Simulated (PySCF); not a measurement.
# How good is the calculation?

Atom-mapped SMILES (the numbers label the heavy atoms): `[N:1]#[C:2][S:3][c:4]1[cH:5][cH:6][cH:7][o:8]1`; H(Xn) means a hydrogen on atom n.

Published estimates (parent shift plus substituent increments) and measurements: δ ¹H H(C7) 7.48; H(C5) 6.70; H(C6) 6.36 ppm (estimated from measurements, as parent shift plus tabulated substituent increment; solution, not stated per compound (mostly CDCl3 or CCl4); Pretsch, Buehlmann, Badertscher, Structure Determination of Organic Compounds, 4th ed. (2009)).

- GIAO PBE0/pcSseg-1 shieldings
- GFN2-xTB structure
- program: PySCF 2.14
- isolated molecule, no relativistic terms, one computed conformer

Task: What does the calculation give, and how does it compare?

Result: 
Reference values: estimated from measurements, as parent shift plus tabulated substituent increment (solution, not stated per compound (mostly CDCl3 or CCl4); Pretsch, Buehlmann, Badertscher, Structure Determination of Organic Compounds, 4th ed. (2009)).
```tsv
atoms	quantity	reference	computed	computed, scaled
H(C7)	δ ¹H	7.48	7.72	7.37
H(C5)	δ ¹H	6.70	7.26	6.94
H(C6)	δ ¹H	6.36	6.87	6.57
```

Computed shifts are σ(ref) − σ with the named reference compound (TMS for H and C) calculated as an isolated molecule at the same level. The measured values may be among those fitted. Scaled to experiment by linear calibration (H and C: mostly CDCl3 data, vs TMS): ¹H: δ = 30.01 − 0.943σ (rms 0.17 ppm, 504 shifts, 0.18 ppm with the 4 outliers that the fit left out). A few per cent of atoms miss by over 2 rms, more outside the fitted compound classes.

Task: How far are the unscaled ¹H shifts from the references?

Result: Mean signed difference +0.44 ppm, mean absolute 0.44 ppm over 3 comparisons; the largest is +0.56 ppm at H(C5) (hydrogen on an aromatic CH).
